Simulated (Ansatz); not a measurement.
The lowest singlet and triplet of C2H6Si (SMILES C[Si]C); geometries from B3LYP-D3(BJ)/def2-TZVP, each state relaxed from the structure named, with no frequency check.
Singlet at the triplet's geometry (charge 0, multiplicity 1):
```json
[
 {"atom": "C", "x (Å)": "1.6179", "y (Å)": "0.0292", "z (Å)": "0.4169"},
 {"atom": "Si", "x (Å)": "0.0040", "y (Å)": "-0.1893", "z (Å)": "-0.5574"},
 {"atom": "C", "x (Å)": "-1.6232", "y (Å)": "0.2237", "z (Å)": "0.3277"},
 {"atom": "H", "x (Å)": "2.4727", "y (Å)": "-0.2406", "z (Å)": "-0.2038"},
 {"atom": "H", "x (Å)": "1.7389", "y (Å)": "1.0688", "z (Å)": "0.7310"},
 {"atom": "H", "x (Å)": "1.6223", "y (Å)": "-0.6125", "z (Å)": "1.3013"},
 {"atom": "H", "x (Å)": "-1.7527", "y (Å)": "-0.4100", "z (Å)": "1.2085"},
 {"atom": "H", "x (Å)": "-2.4688", "y (Å)": "0.0559", "z (Å)": "-0.3398"},
 {"atom": "H", "x (Å)": "-1.6361", "y (Å)": "1.2713", "z (Å)": "0.6382"}
]
```

A positive gap puts the triplet lower; no zero-point energy. R- takes a restricted singlet. U- takes an unrestricted singlet (broken symmetry where lower, unprojected). The triplet is unrestricted in single-reference levels. Active spaces average the two states.

Cores are frozen in the correlated methods.

Run with Ansatz (Gaussian basis) for Hartree–Fock, density functionals and correlated methods. Values without a source in brackets are computed.

```json
[
 {"level": "U-HF/cc-pV(D+d)Z (spin-contaminated)", "gap E(singlet) − E(triplet), vertical, at the triplet's geometry (kcal/mol)": "-7.46"},
 {"level": "R-HF/cc-pV(T+d)Z", "gap E(singlet) − E(triplet), vertical, at the triplet's geometry (kcal/mol)": "-1.60"},
 {"level": "U-PBE/def2-TZVPP (spin-contaminated)", "gap E(singlet) − E(triplet), vertical, at the triplet's geometry (kcal/mol)": "-14.93"},
 {"level": "U-BHLYP/def2-TZVPP (spin-contaminated)", "gap E(singlet) − E(triplet), vertical, at the triplet's geometry (kcal/mol)": "-17.67"},
 {"level": "U-SCS-MP2/cc-pV(T+d)Z (spin-contaminated)", "gap E(singlet) − E(triplet), vertical, at the triplet's geometry (kcal/mol)": "-14.01"},
 {"level": "U-CCSD(T)/cc-pV(D+d)Z (spin-contaminated)", "gap E(singlet) − E(triplet), vertical, at the triplet's geometry (kcal/mol)": "…"},
 {"level": "R-CCSD(T)/cc-pV(T+d)Z", "gap E(singlet) − E(triplet), vertical, at the triplet's geometry (kcal/mol)": "-18.79"},
 {"level": "SC-NEVPT2 on SA-CASSCF(2,2)/cc-pV(T+d)Z", "gap E(singlet) − E(triplet), vertical, at the triplet's geometry (kcal/mol)": "…"},
 {"level": "FIC-NEVPT4(SD) on SA-CASSCF(2,2)/cc-pV(T+d)Z", "gap E(singlet) − E(triplet), vertical, at the triplet's geometry (kcal/mol)": "-19.08"}
]
```

Q: What belongs in the gaps?

A: 
- U-CCSD(T)/cc-pV(D+d)Z (spin-contaminated), gap E(singlet) − E(triplet), vertical, at the triplet's geometry (kcal/mol): -16.08
- SC-NEVPT2 on SA-CASSCF(2,2)/cc-pV(T+d)Z, gap E(singlet) − E(triplet), vertical, at the triplet's geometry (kcal/mol): -20.34

Doubts at one or more of the structures used: a restricted determinant that unrestricted orbitals would lower (R-HF/cc-pV(T+d)Z, R-CCSD(T)/cc-pV(T+d)Z); T1 above 0.05 (U-CCSD(T)/cc-pV(D+d)Z (spin-contaminated)).

Ansatz is a program for electronic structure.
